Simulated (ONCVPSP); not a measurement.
tin: one change to an ONCV potential, before and after

```json
{
 "Element": "tin",
 "Generator": "ONCVPSP 4.0.1",
 "Type": "optimised norm-conserving Vanderbilt (ONCV)",
 "Functional": "PBE",
 "Relativity": "fully relativistic",
 "Frozen core": "[Ar] 3d10",
 "Valence charge": "22",
 "Reference configuration": "4s2 4p6 4d10 5s2 5p2",
 "Partial waves": "4s+5s: rc 1.55 bohr, ncon 4, nbas 7, qcut 9 1/bohr, 2 projectors; 4p+5p: rc 1.15 bohr, ncon 5, nbas 9, qcut 14.1 1/bohr, 3 projectors, debl 0.5 Ha; 4d: rc 1.35 bohr, ncon 5, nbas 9, qcut 12.9 1/bohr, 2 projectors, debl 3.8 Ha",
 "Local potential": "polynomial inside 1.05 bohr (lpopt 5, dvloc0 -1 Ha)",
 "Core correction": "Teter function, fcfact 1.75, rcfact 1.1"
}
```

Open shells are filled in proportion to 2j + 1.

All-electron outer shells of the reference configuration (PBE, scalar-relativistic, ld1.x):

| shell | level (eV) | outermost node (bohr) | outermost maximum (bohr) |
| --- | --- | --- | --- |
| 3p | -698.81 | 0.14 | 0.30 |
| 3d | -473.43 | – | 0.25 |
| 4s | -133.93 | 0.40 | 0.74 |
| 4p | -89.70 | 0.41 | 0.79 |
| 4d | -25.84 | 0.39 | 0.88 |
| 5s | -10.55 | 0.98 | 2.01 |
| 5p | -3.69 | 1.09 | 2.55 |

Change: d: rc 0.94; local potential polynomial inside 0.94 bohr (lpopt 5, dvloc0 -1 Ha).

Cutoffs: the cutoffs (Ha) at which the residual kinetic energy of the hardest occupied pseudo-wave falls to 1 and 0.1 mHa per electron; they do not see the model core or the augmentation charge, which bear on the density cutoff. Errors are all-electron minus pseudo energies relative to the spin-unpolarised reference configuration.

**Question.** How do hardness, ghosts and transferability respond?

**Answer.** The potential gets neither clearly harder nor softer (70 Ha and 81 Ha → 70 Ha and 81 Ha); the p channel sets the loose cutoff, while the largest relative change is in d, which becomes harder; the errors of the 4 common tests hardly move; neither file shows a bound ghost.

| quantity | base | changed |
| --- | --- | --- |
| cutoff, loose | 70 Ha | 70 Ha |
| cutoff, tight | 81 Ha | 81 Ha |
| loose cutoff by channel | s 26 Ha, p 70 Ha, d 45 Ha | s 26 Ha, p 70 Ha, d 55 Ha |
| bound ghosts | none | none |
| GHOST(+) flags under 300 eV | s at 235.8 eV | s at 164.4 eV |
| error for 4s2 4p6 4d10 5s2 5p1, meV [ΔE 6.89 eV] | +0.5 | +0.5 |
| error for 4s2 4p6 4d10 5s2 5p0, meV [ΔE 20.86 eV] | +1.4 | +1.4 |
| error for 4s2 4p6 4d10 5s1 5p0, meV [ΔE 51.83 eV] | +0.2 | +0.4 |
| error for 4s2 4p6 4d10 5s0 5p4, meV [ΔE 14.15 eV] | -6.6 | -6.5 |
| s: phases at 1.57 bohr within 0.05 rad from the reference energy up to (Ha; the scan ends near 5) | to the end of the scan | to the end of the scan |
| p3/2: phases at 1.16 bohr within 0.05 rad from the reference energy up to (Ha; the scan ends near 5) | to the end of the scan | to the end of the scan |
| p1/2: phases at 1.16 bohr within 0.05 rad from the reference energy up to (Ha; the scan ends near 5) | to the end of the scan | to the end of the scan |
| rms error of d²Exc/dni dnj with the model core, mHa | 5.43 | 5.42 |
